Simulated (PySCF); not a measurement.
# Nb: excitation energy

Nb [Kr] 4d4 5s1 (6D) → Nb [Kr] 4d3 5s1 6s1 (6F), as a difference of total energies. Calculation: PySCF 2.14, in aug-cc-pVTZ-PP with ECP28MDF (6s6p5d3f2g, 88 functions); a scalar-relativistic core potential. Correlated levels: valence: 4s2 4p6 frozen. The calculations carry no spin-orbit coupling.

| method | excitation energy (cm⁻¹) |
| --- | --- |
| UHF | 31282 |
| MP2 (valence) | 35909 |
| SCS-MP2 (valence) | 32824 |
| CCSD (valence) | 36131 |
| CCSD(T) (valence) | 36362 |

The promoted electron is Rydberg-like, and one or two diffuse shells describe it only roughly, which tends to raise the upper state.
